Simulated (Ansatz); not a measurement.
Geometry optimisation, Ansatz, RHF/6-31G*.

Input:

```yaml
crystal:
  periodic: [false, false, false]
  atoms:
    - { symbol: C, position_ang: [-2.5109, 0.2902, 0.0069] }
    - { symbol: C, position_ang: [-1.6649, -0.5709, 0.3868] }
    - { symbol: Al, position_ang: [0.2407, -0.2856, 0.1047] }
    - { symbol: C, position_ang: [1.6449, -1.6581, 0.7206] }
    - { symbol: Si, position_ang: [1.0556, 1.6751, -0.937] }
    - { symbol: H, position_ang: [-3.6171, 0.1694, 0.1549] }
    - { symbol: H, position_ang: [-2.2251, 1.26, -0.4834] }
    - { symbol: H, position_ang: [-1.9502, -1.4671, 0.8615] }
    - { symbol: H, position_ang: [1.4734, -1.798, 1.8613] }
    - { symbol: H, position_ang: [2.6042, -1.3333, 0.5119] }
    - { symbol: H, position_ang: [1.352, -2.6244, 0.2228] }
    - { symbol: H, position_ang: [2.5407, 1.652, -0.9807] }
    - { symbol: H, position_ang: [0.5814, 2.8748, -0.1455] }
    - { symbol: H, position_ang: [0.4623, 1.7866, -2.2559] }
basis:
  gaussian: { orbitals: "6-31G*" }
hamiltonian:
  xc: hf
relax:
  f_tol: 0.015
  max_steps: 40
output:
  orbitals: {}
```

Launched with:

```bash
$ ansatz run input.yaml --threads 1 --pin off --max-ram 2048MiB --backend cpu --events-out ev --progress --plain --runs-dir out
```

**Question.** Where does it end, and by what steps?

**Answer.** It converged. The force dipped under the threshold on the way, but the program's further checks kept it going. After 10 steps the energy has fallen by 0.682 eV; H12 moved furthest, 0.22 Å.

```csv
step,energy less start (eV),largest force component (eV/Å),accepted
0,0.0000,4.546,yes
1,-0.6210,1.031,yes
2,-0.5745,1.448,no
3,-0.6745,0.301,yes
4,-0.6776,0.205,yes
5,-0.6801,0.128,yes
6,-0.6816,0.017,yes
7,-0.6818,0.009,yes
8,-0.6819,0.009,yes
9,-0.6819,0.015,yes
10,-0.6820,0.012,yes
```

```xyz
14
Properties=species:S:1:pos:R:3
C -2.542 0.285 0.020
C -1.624 -0.602 0.394
Al 0.301 -0.326 0.139
C 1.561 -1.717 0.761
Si 1.065 1.775 -0.952
H -3.601 0.131 0.161
H -2.284 1.220 -0.454
H -2.001 -1.505 0.859
H 1.521 -1.818 1.846
H 2.596 -1.519 0.494
H 1.300 -2.695 0.355
H 2.543 1.859 -1.038
H 0.607 2.982 -0.220
H 0.546 1.900 -2.337
```

The run took 36 s on 1 thread of Arm Neoverse V1, with other jobs on the host, peak memory 0.2 GiB.
